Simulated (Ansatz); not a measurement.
CH₅FGeO₂ (`[CH3][Ge]([OH])([OH])[F]`). The species carries charge 0 and has multiplicity 1.

Cartesian coordinates in Å:
```
C 0.508 -1.411 -0.226
Ge -0.016 0.420 -0.011
O -1.055 0.895 -1.342
O -0.823 0.814 1.507
F 1.389 1.449 -0.005
H 0.920 -1.553 -1.225
H -0.363 -2.054 -0.101
H 1.259 -1.669 0.518
H -1.531 1.712 -1.169
H -0.288 1.397 2.053
```

Task: What are the harmonic wavenumbers in cm⁻¹ at PBE0-D4/def2-TZVP (Ansatz, finite differences of forces, unscaled)? (Best estimate.)

Result: Computed: 82, 119, 176, 197, 209, 238, 265, 303, 629, 692, 733, 748, 812, 816, 910, 926, 1275, 1449, 1450, 3079, 3176, 3179, 3891, 3892.

Task: Is this a minimum?

Result: Yes, all 24 modes are real.

Task: Give the ideal-gas thermochemistry at 298.15 K and 1 bar (rigid rotor, harmonic oscillator; point group C1, symmetry number 1).

Result: Zero-point energy 174.9 kJ/mol; H(298) − E = 198.7 kJ/mol; entropy 366.9 J/(mol·K), of which translation 170.5, rotation 111.3, vibration 85.1; G(298) − E = 89.3 kJ/mol. Modes under 100 cm⁻¹ are hindered rotations or soft bends, so the harmonic entropy is rough.

Task: And at 400, 500, 600, 800 and 1000 K?

Result: 
```tsv
T (K)	H − E (kJ/mol)	S (J/mol/K)	G − E (kJ/mol)
400	211.8	404.5	50.0
500	226.2	436.6	7.9
600	241.7	464.8	-37.2
800	275.2	512.9	-135.1
1000	311.1	552.9	-241.8
```

Task: Rotational constants (cm⁻¹)?

Result: 0.1176, 0.109, 0.1042.
